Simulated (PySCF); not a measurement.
C₅H₄F₂O, SMILES O=C1C=C(F)C[C@H]1F.

Geometry optimised at ωB97X-D3(BJ)/def2-SVP. The structure was generated by enumeration; whether it is a known compound was not checked. One conformer was computed; it need not be the lowest.

All values below come from TDA-LC-ωPBE/def2-SVPD (PySCF).

Vertical excitations. Isolated molecule, no solvent.

List the lowest excited states. (The exact figures need the calculation; the answer reports its results.)


| state | energy (eV) | λ (nm) | f | main pairs |
|---|---|---|---|---|
| S1 | 4.22 | 294 | 0.000 | HOMO→LUMO 87 % |
| S2 | 6.69 | 185 | 0.417 | HOMO−1→LUMO 88 % |
| S3 | 7.35 | 169 | 0.009 | HOMO→LUMO+2 34 %, HOMO→LUMO+1 21 %, HOMO→LUMO+4 16 %, HOMO→LUMO 8 % |
| S4 | 7.91 | 157 | 0.010 | HOMO−2→LUMO 62 %, HOMO−3→LUMO 20 % |
| S5 | 8.23 | 151 | 0.018 | HOMO→LUMO+1 23 %, HOMO→LUMO+3 20 %, HOMO−3→LUMO 18 %, HOMO→LUMO+4 12 % |
| S6 | 8.33 | 149 | 0.029 | HOMO−1→LUMO+1 56 %, HOMO−3→LUMO 12 % |
| T1 | 3.65 | 340 | 0 | HOMO→LUMO 85 % |
| T2 | 3.86 | 321 | 0 | HOMO−1→LUMO 88 % |
Triplets are in the Tamm–Dancoff approximation.
